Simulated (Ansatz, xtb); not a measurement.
## C7H3NO: 3 structures ranked

3 gas-phase structures of C7H3NO, from a drawn sample of its isomers (lower ones may exist). Each was relaxed with GFN2-xTB; where two conformers were screened, the lower at r2SCAN-D4/def2-SVP is listed:

A. `C#CC(=O)[C@H](C#C)C#N`, a singlet
B. `C#Cc1cc(C#C)on1`, a singlet
C. `C#Cc1coc(C#N)c1`, a singlet

Question: Make a reasoned guess at their ranking by r2SCAN-D4/def2-SVP single-point energy.

Answer: Calculated order at r2SCAN-D4/def2-SVP: C (0.0), A (225.7), B (229.1) kJ/mol. Less than 1 kcal/mol parts A and B, so the order within that pair means little.

Energies above the lowest of each column, in kJ/mol; the last columns are at B3LYP/def2-SVP geometries:

| structure | GFN2-xTB | HF/STO-3G | r2SCAN-D4/def2-SVP | B3LYP/def2-SVP | CCSD(T)/def2-SVP + ΔMP2/def2-TZVPP |
| --- | --- | --- | --- | --- | --- |
| C | 0.0 | 0.0 | 0.0 | 0.0 | 0.0 |
| A | 225.0 | 275.0 | 225.7 | 203.8 | 170.4 |
| B | 170.0 | 219.8 | 229.1 | 230.5 | 226.5 |

Every level run on C puts it lowest or level with the lowest. Flexible structures stand in one conformer each, not always the lowest. The ΔMP2 step shifts differences by up to 14.8 kJ/mol, which makes them less sure. ΔMP2 is the change of the MP2 energy from the smaller to the larger basis.

Programs: Ansatz 0.2.0, xtb 6.7.1.
